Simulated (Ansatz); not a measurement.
`B1CN[SiH2]1` from Hartree–Fock to CCSD(T)

```xyz
10

B    -0.753    0.657    0.781
C     0.525    0.995   -0.084
N     0.745   -0.332   -0.669
Si   -0.559   -1.214    0.041
H    -1.386    1.376    1.488
H     0.325    1.791   -0.821
H     1.358    1.363    0.538
H     1.503   -0.511   -1.303
H    -0.181   -2.354    0.933
H    -1.576   -1.771   -0.904
```

Charge 0, multiplicity 1. Geometry: relaxed with PBE0-D4/def2-TZVP. Frozen core, restricted reference, Ansatz. CBS rows extrapolate triple and quadruple zeta; past MP2 they add the triple-zeta difference.

| basis | HF (Eh) | MP2 corr. | CCSD corr. | (T) | CCSD(T) total |
| --- | --- | --- | --- | --- | --- |
| def2-SVP | -409.20066 | -0.47771 | -0.52860 | ? | ? |
| def2-TZVPP | -409.44123 | -0.59228 | -0.63640 | -0.02554 | -410.10317 |
| def2-QZVPP | ? | -0.63328 | – | – | – |
| CBS(def2) | -409.45817 | ? | ? | as TZ | ? |

Fill in the withheld values. (Best estimate.)

The calculation gave: def2-SVP (T): -0.01591; def2-SVP CCSD(T) total: -409.74517; def2-QZVPP HF (Eh): -409.45612; CBS(def2) MP2 corr.: -0.66366; CBS(def2) CCSD corr.: -0.70778; CBS(def2) CCSD(T) total: -410.19149.
